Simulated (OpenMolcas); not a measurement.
Ce3+ with 6 ligands (bromide) in trigonal antiprismatic coordination (D3d), a polar angle of 57.5° against the regular 54.74°. A charge of +0.5 e stands 2.6 Å behind each ligand. Ligand basis ANO-RCC-VDZP.

* Program: OpenMolcas 26.06
* Method: CASSCF
* Basis: ANO-RCC-VDZP [7s6p4d2f1g]
* Scalar Hamiltonian: DKH2, point nucleus
* Active space: 1 electron in 7 orbitals (4f)
* State averaging: 2S+1 = 2 odd, 7 roots
* Spin-orbit coupling: state interaction with AMFI integrals over the reference wave functions

All ligands move together. At R = 2.82 Å the width of the lowest J multiplet is 451 cm-1, and at R = 3.05 Å it is 328 cm-1.

Question: A third run gives 391 cm-1. What distance was it run at?

Answer: With a power law R^-n the two known points give n = -ln(328 / 451) / ln(3.05 / 2.82) = 4.06. Then R = 2.82 × (451 / 391)^(1/4.06) = 2.921 Å. The run was at 2.92 Å, so the estimate is off by +0.001 Å.

No measured value stands beside these numbers; the geometry was imposed, not optimised, and the real ion may take another.
